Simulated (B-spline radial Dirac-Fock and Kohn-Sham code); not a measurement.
**Scattering functions of W²⁷⁺**

System: the W²⁷⁺ ion, configuration 1s2 2s2 2p6 3s2 3p6 3d10 4s2 4p6 4d10 4f1.

Calculated with a radial B-spline solver, using Dirac-Fock densities. f₀ is the Fourier transform of the spherical electron density, S the Waller-Hartree incoherent function, and s = sin θ/λ. The electron scattering factor follows from the Mott-Bethe formula f_e = 0.023934 Å⁻¹·(Z − f₀)/s².

```csv
s (Å⁻¹),f₀,S,f_e (Å)
0,47.000,0.000,–
0.05,46.906,0.076,259.389
0.06,46.864,0.109,180.407
0.07,46.816,0.149,132.782
0.09,46.696,0.245,80.679
0.12,46.461,0.432,45.772
0.14,46.269,0.585,33.863
0.18,45.802,0.955,20.830
0.23,45.069,1.526,13.089
0.28,44.185,2.205,9.102
0.35,42.721,3.301,6.111
0.44,40.529,4.886,4.138
0.55,37.532,6.960,2.885
0.69,33.524,9.619,2.035
0.86,28.861,12.683,1.461
1.07,24.005,16.138,1.045
1.34,19.577,20.096,0.725
1.68,16.221,24.293,0.490
2.1,13.542,28.222,0.328
2.62,10.681,31.671,0.221
3.27,7.758,34.775,0.148
4.09,5.667,37.622,0.098
5.11,4.535,40.142,0.064
```

f₀ starts at the number of electrons, 47, and has fallen to half at s ≈ 1.10 Å⁻¹. The sum of ⟨r²⟩ over the electrons is 5.123 bohr². For an ion f_e diverges as s goes to zero, because of the net charge.
